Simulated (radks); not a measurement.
The numbers below are computed, except where a source is named.
Numerical settings for the arsenic ion As2+, [Ar] 3d10 4s2 4p1. Code: a radial shooting solver on a logarithmic mesh with Libxc functionals. Model: Dirac Kohn-Sham, PBE, spin-unpolarised, spherical densities, finite nucleus; open shells fill j = l - 1/2 first; Fermi nuclear charge, rms radius 4.0968 fm. The defaults (mesh step 0.008 in ln r, mesh end at 40 bohr or more with all orbitals vanishing there, Anderson mixing 0.5 over 9 steps, residual threshold near 1e-9 with the energy settled to 1e-9 hartree or 1e-11 of itself, here a cap of 95 iterations) give E = -2259.9278 hartree and 4p1/2 at -22.891 eV in 14 iterations. Run on one thread of a shared host, so times are rough (Arm Neoverse V1): 0.1 s of CPU time, 0.1 s wall, 14 iterations on 2198 mesh points. Changes against that run (0 stands for a change within the tolerance of the run):

[
 {"setting": "mesh step in ln r 0.08", "iterations": "4", "converged": "no", "E (mhartree)": "diverged", "e(4p1/2) (meV)": "-", "CPU (s)": "0.01"},
 {"setting": "mesh step in ln r 0.03", "iterations": "14", "converged": "yes", "E (mhartree)": "+0.000336", "e(4p1/2) (meV)": "0", "CPU (s)": "0.04"},
 {"setting": "mesh step in ln r 0.005", "iterations": "16", "converged": "yes", "E (mhartree)": "0", "e(4p1/2) (meV)": "0", "CPU (s)": "0.17"},
 {"setting": "mesh end (bohr) 5", "iterations": "14", "converged": "yes", "E (mhartree)": "+9.24", "e(4p1/2) (meV)": "+358", "CPU (s)": "0.1"},
 {"setting": "mesh end (bohr) 2", "iterations": "14", "converged": "level above zero", "E (mhartree)": "+4.57e+03", "e(4p1/2) (meV)": "+5.51e+04", "CPU (s)": "0.07"},
 {"setting": "residual threshold 0.001", "iterations": "10", "converged": "yes", "E (mhartree)": "0", "e(4p1/2) (meV)": "-0.264", "CPU (s)": "0.09"},
 {"setting": "residual threshold 1e-13", "iterations": "39", "converged": "yes", "E (mhartree)": "0", "e(4p1/2) (meV)": "0", "CPU (s)": "0.19"},
 {"setting": "mixing 0.2", "iterations": "18", "converged": "yes", "E (mhartree)": "0", "e(4p1/2) (meV)": "0", "CPU (s)": "0.13"},
 {"setting": "linear mixing, mixing 0.05", "iterations": "95", "converged": "no", "E (mhartree)": "+0.006", "e(4p1/2) (meV)": "-51.5", "CPU (s)": "0.52"},
 {"setting": "linear mixing, mixing 0.2", "iterations": "88", "converged": "yes", "E (mhartree)": "0", "e(4p1/2) (meV)": "0", "CPU (s)": "0.42"},
 {"setting": "mixing history 2", "iterations": "19", "converged": "yes", "E (mhartree)": "0", "e(4p1/2) (meV)": "0", "CPU (s)": "0.12"},
 {"setting": "iteration cap 2", "iterations": "2", "converged": "no", "E (mhartree)": "+1.5e+03", "e(4p1/2) (meV)": "-1.68e+04", "CPU (s)": "0.02"}
]

Settled on a wrong energy, with an occupied level pushed above zero by the early mesh end: mesh end (bohr) 2 (+4.57 hartree). Apart from these: settings that end as converged yet miss the energy by more than 1 mhartree: mesh end (bohr) 5 (+0.00924 hartree). A mesh that ends early acts as a hard wall.
